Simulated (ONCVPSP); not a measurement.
# Transferability test, ONCV potential for potassium (K)

```json
{"Element": "potassium (K)", "Generator": "ONCVPSP 4.0.1", "Type": "optimised norm-conserving Vanderbilt (ONCV)", "Functional": "PBE", "Relativity": "non-relativistic", "Frozen core": "[Ne]", "Valence charge": "9", "Reference configuration": "3s2 3p6 4s1", "Partial waves": "3s+4s: rc 2.35 bohr, ncon 3, nbas 6, qcut 5.7 1/bohr, 2 projectors; 3p: rc 2.15 bohr, ncon 4, nbas 7, qcut 7.6 1/bohr, 2 projectors, debl 0.3 Ha; d scattering state at 0.06 Ha: rc 2.45 bohr, ncon 5, nbas 9, qcut 3.7 1/bohr, 2 projectors, debl 2.1 Ha", "Local potential": "polynomial inside 1.80 bohr (lpopt 5, dvloc0 -1 Ha)", "Core correction": "Teter function fitted to the true core (icmod 2), fcfact 0.55"}
```

In the p channel the program set the typed energies aside and used -0.693, 0.250 Ha.

Energies are relative to the spin-unpolarised reference configuration 3s2 3p6 4s1; without spin polarisation the order of configurations can differ from experiment.

Problem. Give the all-electron excitation energy and the error of the potential for: 3s2 3p6 4s0; 3s2 3p6 4s0.5; 3s2 3p6 4s0 4p1; 3s1 3p6 4s1.

Solution.

| valence configuration | charge | ΔE all-electron (eV) | error AE − PS (meV) |
| --- | --- | --- | --- |
| 3s2 3p6 4s0 | +1 | 4.296 | -0.2 |
| 3s2 3p6 4s0.5 | +0.5 | 1.635 | 0.0 |
| 3s2 3p6 4s0 4p1 | 0 | 1.535 | -0.1 |
| 3s1 3p6 4s1 | +1 | 41.669 | -184 |

Levels in the configuration 3s1 3p6 4s1:

| level | all-electron (eV) | pseudo (eV) |
| --- | --- | --- |
| 3s | -48.639 | -49.044 |
| 3p | -31.909 | -32.021 |
| 4s | -8.617 | -8.638 |
